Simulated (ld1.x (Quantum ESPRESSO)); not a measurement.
# Before and after: TM potential for Ge (Z = 32)

germanium, norm-conserving Troullier–Martins (Kleinman–Bylander form), made with ld1.x (Quantum ESPRESSO) 7.5 (PBE, fully relativistic). Core [Ar], reference 3d10 4s2 4p2. Waves: 4s (bound): rc 1.85 bohr; 4p (bound): rc 1.50 bohr; 3d (bound): rc 1.05 bohr. Local part: all-electron potential smoothed inside 0.80 bohr (lloc = -2). Core correction: Bessel-smoothed model core, default radius (core density twice the valence density).

Open shells are filled in proportion to 2j + 1 (rel_dist='average').

All-electron outer shells of the reference configuration (PBE, scalar-relativistic, ld1.x):

```csv
shell,level (eV),outermost node (bohr),outermost maximum (bohr)
3s,-168.49,0.26,0.54
3p,-115.62,0.23,0.54
3d,-29.31,–,0.50
4s,-11.73,0.77,1.75
4p,-3.90,0.82,2.22
```

Change: wave 4s (bound): rc 1.85 bohr becomes 4s (bound): rc 2.78 bohr.

Cutoffs: the cutoffs (Ry, on a coarse ladder) from which the occupation-weighted sum of valence levels, in a spherical-Bessel basis at the reference potential, stays within 10 and 1 mRy of its value at 400 Ry; they do not see the model core or the augmentation charge, which bear on the density cutoff. Errors are all-electron minus pseudo energies relative to the spin-unpolarised reference configuration.

Problem. Predict the effect on cutoff, ghosts and configuration errors.

Solution. Both files keep a bound ghost (s); of the 7 tests that both files solve, the error grows in 5 and shrinks in 1 by more than 15 % and 0.3 meV (median size 2.2 → 23.7 meV).

| quantity | base | changed |
| --- | --- | --- |
| cutoff, loose | 230 Ry | 230 Ry |
| cutoff, tight | over 300 Ry | over 300 Ry |
| loose cutoff by channel (10 mRy a level) | s 25 Ry, p 6 Ry, d 200 Ry | s 6 Ry, p 6 Ry, d 200 Ry |
| bound ghosts | s | s |
| error for 3d10 4s2 4p1, meV [ΔE 7.45 eV] | +2.2 | +4.1 |
| error for 3d10 4s2 4p0, meV [ΔE 22.89 eV] | -2.0 | +19 |
| error for 3d10 4s1 4p0, meV [ΔE 57.68 eV] | -20 | -80 |
| error for 3d9 4s2 4p2, meV [ΔE 38.68 eV] | -108 | -24 |
| error for 3d10 4s0 4p4, meV [ΔE 16.19 eV] | +5.8 | -133 |
| error for 3d10 4s1 4p3, meV [ΔE 7.97 eV] | +0.5 | -33 |
| error for 3d10 4s2 4p1.5, meV [ΔE 2.80 eV] | +0.6 | +0.8 |

 A true bound ghost makes a file unfit for plane-wave use even where its test errors are small: the radial tests pick states by their node count and pass the ghost by.
